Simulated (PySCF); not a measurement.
P(2+) (phosphorus, charge +2) across methods

[Ne] 3s2 4s1, 2S determinant (an excited configuration). Calculation: PySCF 2.14, in aug-cc-pVTZ-DK (6s5p3d2f, 50 functions); the spin-free X2C one-electron Hamiltonian (Gaussian nucleus).

| method | E (hartree) | mean ε 3s α (eV) | mean ε 3s β (eV) | mean ε 4s α (eV) | Σ⟨r²⟩ (bohr²) | ⟨S²⟩ |
| --- | --- | --- | --- | --- | --- | --- |
| wB97M-V | -340.4455 | -42.295 | -42.074 | -15.363 | 28.12 | 0.750 |
| r2SCAN | -340.3895 | -38.677 | -38.555 | -13.429 | 28.72 | 0.750 |
| B97-3 | -340.4054 | -39.852 | -39.693 | -13.914 | 28.43 | 0.750 |
| BHandHLYP | -340.4601 | -41.200 | -40.918 | -14.299 | 28.38 | 0.750 |
| PBEsol | -339.6959 | -38.400 | -38.158 | -13.482 | 28.10 | 0.750 |
| PBE | -340.2861 | -38.459 | -38.200 | -13.499 | 28.12 | 0.750 |
| PBE0 | -340.3091 | -39.874 | -39.570 | -14.001 | 28.35 | 0.750 |
| UHF | -339.93020 | -43.222 | -42.712 | -15.049 | 29.48 | 0.750 |
| LDA | -339.1573 | -38.634 | -38.382 | -13.475 | 28.02 | 0.750 |

The outer electron is Rydberg-like, and this basis confines it to a smaller radius and binds it less than a complete one would.
